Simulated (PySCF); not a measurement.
SMILES [OH][Al]([OH])[S][SiH3], singlet (B3LYP/def2-SVP optimised geometry):

```
10

Si    -2.286    -1.079    -0.005
S     -0.281    -1.913     0.000
Al     0.915    -0.088     0.000
O      0.045     1.369     0.000
O      2.612    -0.088     0.000
H     -2.544    -0.264    -1.223
H     -3.196    -2.259    -0.005
H     -2.549    -0.262     1.211
H      0.409     2.259     0.000
H      3.196    -0.850    -0.001
```

Method: B3LYP/def2-TZVP in PySCF.

### Question
What are the frontier orbital energies and the dipole moment?

### Answer
HOMO-2 -8.93 eV, HOMO-1 -8.36 eV, HOMO -7.31 eV, LUMO -0.94 eV, LUMO+1 -0.04 eV; dipole moment 1.20 D.

On the same geometry PySCF with PBE/def2-TZVP gives HOMO-2 -7.50 eV, HOMO-1 -7.34 eV, HOMO -6.37 eV, LUMO -1.50 eV, LUMO+1 -0.63 eV; dipole moment 1.22 D.

Meta-Löwdin charges at B3LYP/def2-TZVP: Si1 0.50, S2 -0.46, Al3 1.10, O4 -0.78, O5 -0.78, H6 -0.09, H7 -0.09, H8 -0.09, H9 0.35, H10 0.36.
